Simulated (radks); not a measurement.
The numbers below are computed, except where a source is named.
Fe XXI, 6 electrons, occupied as [He] 2s2 2p2.

Code: a radial shooting solver on a logarithmic mesh with Libxc functionals. Model: non-relativistic Kohn-Sham, XLYP, spin-polarised, spherical densities, point nucleus; open shells are filled with parallel spins first.

Energy parts (eV):
| part | energy |
|---|---|
| total | -25377.766 |
| kinetic | 25371.920 |
| electron-nucleus | -52879.106 |
| Hartree | 2881.820 |
| exchange-correlation | -752.400 |

Orbitals (lengths in bohr, moments of r in powers of bohr; <r^-3> diverges for s and p1/2):
orbital  occ.  eigenvalue (eV)  <r^-3>
1s up       1        -8035.381       -
1s down     1        -8024.070       -
2s up       1        -1702.504       -
2s down     1        -1681.563       -
2p up       2        -1630.990   559.5
2p down     0        -1605.865   554.2
3s up       0        -706.9935       -
3s down     0        -701.5215       -
3p up       0        -682.5629   141.8
3p down     0        -676.3528   140.1
3d up       0        -652.8371   24.96
3d down     0        -645.0427   24.02

The highest occupied level is 2p up at -1631.0 eV. For comparison, the ionisation energy in NIST's Atomic Spectra Database is 1687 eV (semi-empirical). In exact Kohn-Sham theory the highest level is minus the ionisation energy, but local and semilocal functionals leave it too shallow, through self-interaction and a potential that decays too fast; potentials with the right tail come closer. Virial ratio -V/T = 2.00023. Spin moment in Bohr magnetons: 2. Summed over all electrons, <r^2> = 0.2687 bohr^2, which gives a Langevin (diamagnetic) susceptibility term of -0.213 x 10^-6 cm^3/mol. The electron density at the nucleus is 1.201e+04 e/bohr^3. The spin density at the nucleus is -2.35 e/bohr^3 (1s -11.70, 2s 9.35), a Fermi contact field of -123 T. The density falls to 0.001 e/bohr^3 at r = 0.80 bohr.
